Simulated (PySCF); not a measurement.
Isomers of C2H6N2. All species are isolated molecules in the gas phase. One relaxed conformer stands for each flexible species; it need not be the lowest. Strings in code marks are SMILES.

Calculation: PBE-D3(BJ)/def2-TZVP // B3LYP-D3(BJ)/def2-TZVP run with PySCF. 

```tsv
species	HOMO (eV)	HOMO–LUMO gap (eV)
`[H]/N=C(/C)N`	-5.66	5.47
`[H]/N=C\CN`	[?]	4.15
`C/N=C/N`	-5.43	[?]
`C/N=C\N`	-5.45	5.30
`C=NCN`	[?]	[?]
`C=C(N)N`	-4.31	4.15
`[H]/N=C\NC` (C–N–C–N torsion 6°)	-5.49	5.47
`C1NCN1`	-5.03	5.18
```

### Question
Fill in the missing entries.

### Answer

- `[H]/N=C\CN`, HOMO (eV): -5.52
- `C/N=C/N`, HOMO–LUMO gap (eV): 5.27
- `C=NCN`, HOMO (eV): -5.71
- `C=NCN`, HOMO–LUMO gap (eV): 4.17
